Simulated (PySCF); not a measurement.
**Radial density of Ga (gallium, neutral)**

revPBE, [Ar] 3d10 4s2 4d1, 2D determinant (an excited configuration). All numbers are calculated (PySCF 2.14, the spin-free X2C one-electron Hamiltonian (Gaussian nucleus), in aug-cc-pVTZ-DK (7s6p4d2f, 59 functions)).

```json
{"r (bohr)": "0.000842", "4πr²ρ (e/bohr)": "0.2935", "4πr²(ρα − ρβ)": "0.0000"}
{"r (bohr)": "0.00142", "4πr²ρ (e/bohr)": "0.7281", "4πr²(ρα − ρβ)": "0.0000"}
{"r (bohr)": "0.00238", "4πr²ρ (e/bohr)": "1.768", "4πr²(ρα − ρβ)": "0.0000"}
{"r (bohr)": "0.00401", "4πr²ρ (e/bohr)": "4.144", "4πr²(ρα − ρβ)": "0.0000"}
{"r (bohr)": "0.00674", "4πr²ρ (e/bohr)": "9.165", "4πr²(ρα − ρβ)": "0.0000"}
{"r (bohr)": "0.0113", "4πr²ρ (e/bohr)": "18.28", "4πr²(ρα − ρβ)": "0.0000"}
{"r (bohr)": "0.0191", "4πr²ρ (e/bohr)": "30.51", "4πr²(ρα − ρβ)": "0.0000"}
{"r (bohr)": "0.0321", "4πr²ρ (e/bohr)": "38.01", "4πr²(ρα − ρβ)": "0.0000"}
{"r (bohr)": "0.0539", "4πr²ρ (e/bohr)": "32.99", "4πr²(ρα − ρβ)": "0.0000"}
{"r (bohr)": "0.0907", "4πr²ρ (e/bohr)": "32.63", "4πr²(ρα − ρβ)": "0.0001"}
{"r (bohr)": "0.153", "4πr²ρ (e/bohr)": "43.94", "4πr²(ρα − ρβ)": "0.0004"}
{"r (bohr)": "0.257", "4πr²ρ (e/bohr)": "27.22", "4πr²(ρα − ρβ)": "0.0018"}
{"r (bohr)": "0.432", "4πr²ρ (e/bohr)": "23.78", "4πr²(ρα − ρβ)": "0.0039"}
{"r (bohr)": "0.726", "4πr²ρ (e/bohr)": "21.66", "4πr²(ρα − ρβ)": "0.0028"}
{"r (bohr)": "1.22", "4πr²ρ (e/bohr)": "5.740", "4πr²(ρα − ρβ)": "-0.0001"}
{"r (bohr)": "2.05", "4πr²ρ (e/bohr)": "1.561", "4πr²(ρα − ρβ)": "0.0119"}
{"r (bohr)": "3.46", "4πr²ρ (e/bohr)": "0.3535", "4πr²(ρα − ρβ)": "0.0670"}
{"r (bohr)": "5.81", "4πr²ρ (e/bohr)": "0.2181", "4πr²(ρα − ρβ)": "0.2123"}
{"r (bohr)": "9.78", "4πr²ρ (e/bohr)": "0.03893", "4πr²(ρα − ρβ)": "0.0389"}
```

Densities and radii are taken from the X2C orbitals without a picture-change correction, which distorts them close to the nucleus.

The outer electron is Rydberg-like, and this basis confines it to a smaller radius and binds it less than a complete one would.
